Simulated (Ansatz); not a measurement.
A nudged elastic band was laid between two geometries of Cl4FH2OTa (9 atoms, charge 0, multiplicity 1).

Computed with RKS PBE-D4/def2-SVP (Ansatz).

```
movable images  : 7
climbing image  : yes
spring          : 5.0 eV/Å²
optimiser       : quadratic models (default)
start path      : through a guess of the saddle point
force threshold : 0.03 eV/Å
iteration limit : 60
end points      : relaxed
```

First end point:

```xyz
9
Properties=species:S:1:pos:R:3
Ta 0.002 0.052 0.106
O 1.977 -0.225 0.290
H 2.284 -0.718 1.078
Cl -0.033 -0.336 2.442
Cl 0.438 0.633 -2.114
Cl -1.763 1.537 0.287
Cl -0.944 -1.967 -0.398
F 1.238 2.018 0.567
H 1.970 1.349 0.513
```

Last end point:

```xyz
9
Properties=species:S:1:pos:R:3
Ta -0.146 0.479 0.168
O 2.077 -0.257 0.268
H 2.204 -0.820 1.060
Cl -0.028 -0.046 2.481
Cl 0.372 0.880 -2.080
Cl -2.278 1.303 0.170
Cl -0.519 -1.782 -0.301
F 0.852 2.053 0.585
H 2.636 0.534 0.421
```

(1) Which bonds break or form, and what moves?

(2) Give the energies along the band, and the barrier.

(3) What is the geometry of the highest image?

Results:

(1) Bonds broken: F8–H9. Bonds formed: O2–H9.

(2) It converged. The highest image is number 1 of 0 to 8, 0.2 kcal/mol above the first end and 19.6 kcal/mol above the last; the last end lies 19.4 kcal/mol below the first. The top lies less than 8 meV above the higher end, about what the thresholds resolve: that end is a shoulder or a very shallow well. A vibrational analysis at the climbing image gives one clearly imaginary mode, 256i cm⁻¹: a first-order saddle point. The orbitals stay closed-shell, which can raise the energy where a bond breaks towards radicals; this wasn't checked here.

| image | path coordinate (Å) | energy (kcal/mol) | F8–H9 (Å) | O2–H9 (Å) |
| --- | --- | --- | --- | --- |
| 0 | 0.00 | 0.0 | 0.99 | 1.59 |
| 1 | 0.23 | 0.2 | 1.07 | 1.37 |
| 2 | 0.52 | -4.1 | 1.33 | 1.11 |
| 3 | 0.81 | -12.0 | 1.61 | 1.01 |
| 4 | 1.11 | -16.2 | 1.88 | 0.99 |
| 5 | 1.40 | -18.3 | 2.12 | 0.98 |
| 6 | 1.69 | -19.3 | 2.33 | 0.98 |
| 7 | 1.99 | -19.3 | 2.56 | 0.98 |
| 8 | 2.28 | -19.4 | 2.35 | 0.98 |

(3) 
```xyz
9
Properties=species:S:1:pos:R:3
Ta -0.012 0.109 0.111
O 2.022 -0.161 0.296
H 2.314 -0.645 1.094
Cl -0.017 -0.360 2.430
Cl 0.440 0.608 -2.123
Cl -1.784 1.566 0.288
Cl -0.949 -1.920 -0.397
F 1.208 1.959 0.562
H 1.948 1.189 0.509
```

Run time: 4.4 min on 4 threads of Arm Neoverse V1 (shared host), peak memory 0.24 GiB.
